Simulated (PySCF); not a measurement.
A GIAO shielding run with PySCF 2.14.0 with density-fitted response routines (density fitting, non-relativistic, gas phase) on `CC[Si@H]1C(=O)C=C1C=O`, C6H8O2Si:

```
$ OMP_NUM_THREADS=1 python probes_run.py task.json out

{"job": {"kind": "nmr", "xc": "PBE0", "basis": "pcSseg-1"}, "charge": 0, "multiplicity": 1}
C      2.644655    -0.025207    -0.624511
C      1.308996    -0.690180    -0.294294
Si     0.209873     0.374370     0.828212
C     -0.927887     1.749037     0.017992
O     -0.811025     2.794673    -0.565611
C     -2.139253     0.960757     0.331798
C     -1.647480    -0.130358     0.951580
C     -2.329687    -1.288495     1.490049
O     -2.050146    -2.436046     1.250563
H      3.212168     0.173777     0.281125
H      2.487114     0.918272    -1.140759
H      3.241580    -0.670809    -1.265351
H      0.781463    -0.913150    -1.224565
H      1.496754    -1.649414     0.191855
H      0.814044     0.681405     2.125653
H     -3.159689     1.199104     0.075110
H     -3.138477    -1.035705     2.210707
```

Hardware: 1 thread of an Arm Neoverse V1, shared host. The job also computes population analyses, field gradients, ring-centre shieldings.

Task: How large is the calculation?

Result: 74 electrons, 200 basis functions and 1057 auxiliary functions.

Task: How long does it take, and how much memory does it need?

Result: 61 s of wall time, with 15 SCF cycles and 6 response iterations; peak memory 0.89 GiB. Times on a shared host scatter by some tens of per cent.
